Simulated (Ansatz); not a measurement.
Born–Oppenheimer molecular dynamics of CH₆ClNSi (10 atoms, charge 0, multiplicity 1). It starts from a relaxed structure.

The calculation used Ansatz, RKS PBE0-D4/STO-3G.

```
ensemble        : NVT, Nosé–Hoover chain
time step       : 0.5 fs
steps asked     : 600
set temperature : 50 K
thermostat      : time constant 50 fs, chain length 3
seed            : 329519
```

First frame:

```xyz
10
Properties=species:S:1:pos:R:3
C -0.944 0.963 -0.430
Si -0.071 -0.634 -0.043
N 1.169 -0.358 1.131
Cl 0.692 -1.385 -1.878
H -1.729 0.806 -1.175
H -1.406 1.369 0.475
H -0.250 1.711 -0.824
H -0.944 -1.670 0.460
H 1.877 0.355 0.865
H 1.691 -1.208 1.422
```

Problem. What does the run give?

Solution. All steps were run.

| Quantity | Value |
| --- | --- |
| steps done | 600 |
| time covered | 300 fs |
| mean temperature over the second half | 56 K |
| spread of the potential energy over the second half | 1.5 meV per atom |
| mean potential energy of the second half above the start | 5.8 meV per atom |

The conserved energy stayed within 0.069 meV per atom of its start (net change 0.023 meV per atom), so the integration is sound. The mean temperature of the second half is 12 % above the set value. A run of 0.3 ps of so small a system gives no equilibrium averages. Limits of this set-up: minimal basis.

Problem. What happens to the structure?

Solution. The same pairs are bonded in the first frame and the last. Pairs count as bonded within 1.25 times the sum of covalent radii (0.12 Å more for H–H). The details hang on the random start.

Problem. How do temperature and energy run in time?

Solution. 
| time (fs) | T (K) | potential energy less start (eV) | conserved less start (meV/atom) |
| --- | --- | --- | --- |
| 0.0 | 50 | 0.000 | 0.00 |
| 10.0 | 29 | 0.022 | 0.01 |
| 20.0 | 33 | 0.020 | 0.01 |
| 30.0 | 33 | 0.022 | 0.02 |
| 40.0 | 31 | 0.029 | 0.02 |
| 50.0 | 28 | 0.037 | 0.02 |
| 60.0 | 44 | 0.026 | 0.02 |
| 70.0 | 45 | 0.030 | 0.01 |
| 80.0 | 42 | 0.037 | 0.01 |
| 90.0 | 56 | 0.026 | 0.02 |
| 100.0 | 50 | 0.036 | 0.02 |
| 110.0 | 48 | 0.040 | 0.03 |
| 120.0 | 44 | 0.047 | 0.03 |
| 130.0 | 50 | 0.045 | 0.02 |
| 140.0 | 40 | 0.058 | 0.02 |
| 150.0 | 50 | 0.051 | 0.03 |
| 160.0 | 40 | 0.065 | 0.04 |
| 170.0 | 46 | 0.063 | 0.04 |
| 180.0 | 57 | 0.055 | 0.04 |
| 190.0 | 47 | 0.069 | 0.04 |
| 200.0 | 49 | 0.068 | 0.04 |
| 210.0 | 63 | 0.057 | 0.03 |
| 220.0 | 49 | 0.072 | 0.03 |
| 230.0 | 45 | 0.078 | 0.03 |
| 240.0 | 59 | 0.064 | 0.05 |
| 250.0 | 19 | 0.104 | 0.07 |
| 260.0 | 39 | 0.081 | 0.06 |
| 270.0 | 37 | 0.079 | 0.04 |
| 280.0 | 47 | 0.062 | 0.03 |
| 290.0 | 34 | 0.070 | 0.03 |
| 300.0 | 53 | 0.040 | 0.02 |

Run time: 20 min on 1 thread of Arm Neoverse N1, with other jobs on the host, peak memory 0.082 GiB.
